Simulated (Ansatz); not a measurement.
Dissociation curve of SiBe, lowest triplet found (which spin is the ground state isn't settled by this scan).

Level of theory: full CI/aug-cc-pVDZ, frozen core in Ansatz (a first-principles code).

Question: Relative to R = 2.17 Å, what are the energies at R = 1.49, 1.72, 2.07, 5.14 Å?

Answer: 467.2 kJ/mol at 1.49 Å, 143.5 kJ/mol at 1.72 Å, 3.9 kJ/mol at 2.07 Å, 110.8 kJ/mol at 5.14 Å.

Also computed but left out beside FCI, since their determinant holds another spin at the minimum (<S²> over 0.7 above the pure value): UHF, UMP2, UCCSD, UCCSD(T), UCCSDT, UCCSDT(Q), UHF/3-21G, UMP2/3-21G.
